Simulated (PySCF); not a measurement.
**Molecular orbitals of ZnS⁺**

r²SCAN at R = 2.139 Å; Zn cc-pVDZ-PP with ECP10, S cc-pV(D+d)Z; scalar-relativistic core potentials (PySCF 2.14). State: ²Π (doublet), unpaired electrons π ↑. Only the outer orbitals are listed, counted within each symmetry, core potentials removing the inner ones.

```tsv
spin	orbital	occ.	ε (eV)	on Zn (%)	main shells (%)
α	3π	1	-20.03	99	99 Zn d
α	7σ	1	-19.94	93	92 Zn d
α	3π	1	-19.93	99	99 Zn d
α	1δ	1	-19.83	100	100 Zn d
α	1δ	1	-19.82	100	100 Zn d
α	8σ	1	-15.34	41	54 S p, 36 Zn s
α	4π	1	-14.23	6	94 S p
α	4π	1	-12.86	7	93 S p
α	9σ	0	-11.19	77	53 Zn s, 23 S p, 22 Zn p
α	5π	0	-6.95	95	95 Zn p
α	5π	0	-6.72	93	93 Zn p
β	3π	1	-19.96	99	99 Zn d
β	3π	1	-19.93	99	99 Zn d
β	1δ	1	-19.84	96	96 Zn d
β	1δ	1	-19.83	100	100 Zn d
β	7σ	1	-19.79	93	93 Zn d
β	8σ	1	-15.04	44	49 S p, 41 Zn s
β	4π	1	-12.43	9	91 S p
β	4π	0	-11.42	12	88 S p, 11 Zn p
β	9σ	0	-11.10	73	47 Zn s, 27 S p, 26 Zn p
β	5π	0	-6.77	91	91 Zn p
```

Which are the highest filled and the lowest empty level, where do they sit, and how wide is the gap?

Highest filled β 4π at -12.43 eV (in %: 91 S p); lowest empty β 4π at -11.42 eV (in %: 88 S p, 11 Zn p); the gap at r²SCAN is 1.01 eV. Both belong to one degenerate shell, split only by its one-sided filling, so this is no excitation gap.

```
bond order (Mayer)                                                                                                : 1.40
⟨S²⟩                                                                                                              : 0.758
charge on Zn (Mulliken, basis-dependent)                                                                          : 0.90
charge on Zn (Löwdin, basis-dependent)                                                                            : 0.79
dipole moment (positive dipole points towards S; it is taken about the centre of mass and depends on that origin) : -3.51 D
```

The state was picked by a PBE0 search and need not be the measured ground state.
